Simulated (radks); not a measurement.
All-electron atom: Ti20+ in [He].

All-electron calculation, non-relativistic Kohn-Sham, PBE, spin-polarised, spherical densities, point nucleus. Program: a radial shooting solver on a logarithmic mesh with Libxc functionals.

Energy parts (eV):
| part | energy |
|---|---|
| total | -12793.026 |
| kinetic | 12791.710 |
| electron-nucleus | -25958.612 |
| Hartree | 735.535 |
| exchange-correlation | -361.659 |

Orbitals (lengths in bohr, moments of r in powers of bohr):
orbital  occ.  eigenvalue (eV)      <r>
1s          2        -6078.476  0.06946

The highest occupied level is 1s at -6078.5 eV. The electron density at the nucleus is 6588 e/bohr^3.
